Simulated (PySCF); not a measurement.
A calculated (LDA, PySCF 2.14, def2-QZVPPD, no relativity, point nucleus) atom or ion has these occupied shells.

```tsv
shell	electrons	orbital energy (eV)	rms radius, mean of both spins (bohr)
1s α	1	-5306.6	0.0778
1s β	1	-5306.6	0.0778
2s α	1	-586.67	0.339
2s β	1	-585.42	0.339
2p α	3	-494.72	0.305
2p β	3	-493.75	0.305
3s α	1	-63.231	1.04
3s β	1	-59.877	1.04
3p α	3	-38.498	1.13
3p β	3	-35.171	1.13
3d α	5	-1.571	2.31
```

(1) Name the element and its charge.

## Answers

(1) V (vanadium, neutral), in [Ar] 3d5, high-spin 6S determinant (an excited configuration).
